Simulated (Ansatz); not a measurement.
Reactions of CH₆GeS₂, SMILES `S[CH](S)[GeH3]`.

Computed with Ansatz on PBE0-D4/def2-TZVP structures; ΔE is electronic, products minus reactants. CCSD(T)/CBS adds triple-zeta CCSD(T) − MP2 to the extrapolated MP2 energy (def2 sets, frozen cores). This one scheme is used for every species, atoms too. Functionals use def2-TZVPP. Open shells (•) are unrestricted, without spin–orbit coupling. Spin–orbit coupling would lower the free atoms: a little for C, S; clearly for Ge. Bonds to Ge are less sure, by a few kJ/mol each and by 10 to 20 or more in all where they break to atoms, as the def2 sets lack core-valence functions. Scalar relativity is left out up to krypton. Each species was taken in one conformer, which may not be the lowest.

```tsv
reaction	HF/CBS(def2) (kcal/mol)	B2PLYP (kcal/mol)	PBE0-D4 (kcal/mol)	ωB97X-V (kcal/mol)	CCSD(T)/CBS(def2) (kcal/mol)
`S[CH](S)[GeH3]` → C• + Ge• + 6 H• + 2 S•	497.1	695.6	707.8	715.4	712.7
`S[CH](S)[GeH3]` + H₂ → `S[CH2][GeH3]` + H₂S	-25.4	-19.4	-17.9	-18.5	-17.2
`S[CH](S)[GeH3]` + CH₃NH₂ → `CNC(S)S` + GeH₄	8.1	7.0	6.1	6.3	8.6
`S[CH](S)[GeH3]` + H₂O → `OC(S)S` + GeH₄	10.0	12.0	12.2	11.4	15.9
`S[CH](S)[GeH3]` + `[AlH3]` → `[AlH2][CH](S)[GeH3]` + H₂S	-15.8	-16.2	-16.5	-15.7	-16.4
```

Largest T1 diagnostic: 0.012, for `OC(S)S`.
